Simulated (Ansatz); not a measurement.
**One elementary step**

Start structure (CH$_{9}$NSn, singlet), relaxed at PBE0-D4/def2-TZVP:

```csv
atom,x (Å),y (Å),z (Å)
Sn1,-1.5849,1.0729,-0.6456
H2,-0.1468,1.9834,-0.5520
H3,-1.3686,-0.3892,-1.4947
H4,-2.3234,0.8473,0.8728
H5,-2.6865,2.0130,-1.5840
H6,0.6695,-0.0643,1.7538
N7,0.3965,-0.5667,0.9186
C8,1.5458,-0.8246,0.0662
H9,-0.0337,-1.4320,1.2198
H10,1.9736,0.1268,-0.2571
H11,1.2155,-1.3509,-0.8319
H12,2.3432,-1.4157,0.5344
```

The step: CH₅N ([CH3][NH2]) + SnH₄ → CH₇NSn ([CH3][NH][SnH3]) + H₂; bonds formed: Sn1–N7, H2–H6; bonds broken: Sn1–H2, H6–N7. Ansatz 0.2.0; basis: def2-TZVPP and def2-QZVPP; cores frozen in the correlated methods. Filled d shells of the heavier atoms are correlated. Core potentials replace the inner electrons of the atoms past krypton. The def2 sets are not built for correlating such inner shells, so the correlated values are less sure here. Extrapolation: Hartree–Fock as exp(−7.88 √X), correlation as X^−2.97. Energies below are by CCSD(T) at an estimated basis limit (MP2 extrapolated from triple and quadruple zeta, plus CCSD(T) − MP2 in triple zeta).

What are the electronic barrier and the energy of the step, from the start structure to the end structure? (An estimate is asked for; the value comes from the calculation.)

The calculation gives: Barrier 1.899 eV; step energy 0.434 eV (uphill); reverse barrier, their difference, 1.466 eV. Barrier and step energy count from the start structure, the reverse barrier from the end structure.

The saddle point: One imaginary mode of 1426i cm⁻¹.
```tsv
pair	start (Å)	saddle (Å)	end (Å)
Sn1–N7	3.01	2.18	2.03
H2–H6	3.19	1.09	0.75
Sn1–H2	1.70	2.26	4.55
H6–N7	1.01	1.25	2.56
```

Zero-point energy (harmonic, PBE0-D4): ZPE is 2.513 eV at the start and 2.364 eV at the saddle, so the barrier goes from 1.899 to 1.750 eV.

T1 diagnostic: at most 0.014.

Labels in which every atom is bracketed show which atoms are joined, not bond orders.

For scale, one of the runs: CCSD(T)/def2-TZVPP, 238 basis functions, launched by `ansatz run in.yaml --threads 4 --pin off --events-out ev --progress --plain --max-ram 9574MiB`. Time: 2.8 min of wall clock on 4 CPU threads of an Intel Xeon; the host was shared. Peak host memory: 5 GiB.
